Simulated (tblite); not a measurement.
Run record: tight-binding relaxation, `C1C=C(C[P@@H]1=[Se])CC`.

Computed with GFN2-xTB geometry optimisation, gas phase (tblite 0.8.0). Start geometry: from a force field or distance geometry. The command runs a driver script over a list of jobs; the input below is this job's line of settings and its coordinates in Å.

Command:
```bash
OMP_NUM_THREADS=1 python probes_run.py task.json out
```

Input:
```
{"job": {"kind": "relax", "xc": "GFN2-xTB", "basis": "xTB"}, "charge": 0, "multiplicity": 1}
C      2.483100     0.331600     0.285400
C      1.541600     0.031100    -0.870100
C      0.165000    -0.155300    -0.255200
C     -0.508200    -1.242500    -0.378900
C     -1.838600    -1.262000     0.274900
P     -2.228300     0.534700     0.124600
Se    -3.526900     1.635100     0.868700
C     -0.479400     0.938400     0.489400
H      2.063900     1.099200     0.969100
H      3.404500     0.760300    -0.149100
H      2.760900    -0.604300     0.782600
H      1.536700     0.854100    -1.581500
H      1.899900    -0.871700    -1.346300
H     -0.123400    -2.148800    -0.909400
H     -1.682300    -1.403000     1.366400
H     -2.592900    -1.894500    -0.170200
H     -2.339900     0.727500    -1.277300
H     -0.196900     1.949700     0.197900
H     -0.348700     0.729700     1.571500
```

Output:
```
step      E/eV     max force
  0    -656.16576   10.534
  1    -656.90868    4.618
  2    -657.19008    2.703
  3    -657.33000    1.138
  4    -657.37937    0.936
  5    -657.44920    0.335
  6    -657.46046    0.279
  7    -657.47546    0.396
  8    -657.48630    0.368
  9    -657.49921    0.263
... (59 lines left out)
 69    -657.63940    0.028
 70    -657.63953    0.023
 71    -657.63963    0.020
 72    -657.63968    0.014
 73    -657.63971    0.012
 74    -657.63974    0.013
 75    -657.63977    0.011
 76    -657.63980    0.012
 77    -657.63982    0.011
 78    -657.63984    0.010
```

«max force» is the largest atomic force in eV/Å.

Question: From which step on does the largest force stay under 0.1 eV/Å, and how much energy is left to gain from there?

Answer: From step 36 (0.090 eV/Å), 22.9 meV above the end.

In short: energy lowered by 34.0 kcal/mol over 78 steps; largest atomic force 0.010 eV/Å at the end.
Labels such as C1 count atoms from 1, the log's own numbers from 0.
